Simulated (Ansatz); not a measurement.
Consider the hydrogenolysis of a Ge–Br bond: `[F][Ge]([F])([F])[Br]` + H₂ → `[F][GeH]([F])[F]` + HBr.

Program: Ansatz. Geometries: PBE0-D4/def2-TZVP. ΔE: electronic, gas phase. CBS: MP2 limit from def2 TZ/QZ plus the TZ coupled-cluster correction, frozen cores. This one scheme is used for every species. DFT in def2-TZVPP. B3LYP here is the variant with VWN-RPA as its local correlation; programs differ in this. For Br, Ge outer-core shells are correlated without core-valence functions, which leaves a few kJ/mol of doubt a bond. Scalar relativity is left out up to krypton.

| level | ΔE (eV) |
| --- | --- |
| B97M-V | 0.43 |
| B3LYP-D4 | 0.45 |
| ωB97M-V | 0.45 |
| PBE | 0.43 |
| r2SCANh | 0.49 |
| MP2/def2-SVP | 0.40 |
| CCSD(T)/def2-SVP | 0.32 |
| SCS-MP2/def2-QZVPP | 0.45 |

Q: What does CCSD(T)/CBS give? (Estimate.)

A: Ansatz gave: +0.44 eV. The listed levels differ from it by -0.01, 0.01, 0.01, -0.01, 0.05, -0.04, -0.12, 0.01 eV.

Largest T1 diagnostic among the species: 0.012.

At CCSD(T), def2-SVP lies −0.12 eV from the extrapolated value and def2-TZVPP −0.01 eV. The D4 term adds +0.09 eV with B3LYP and +0.05 eV with PBE0; it sums over pairs of atoms, weighted by their polarisabilities, and B3LYP, whose exchange is more repulsive, gets the larger term.
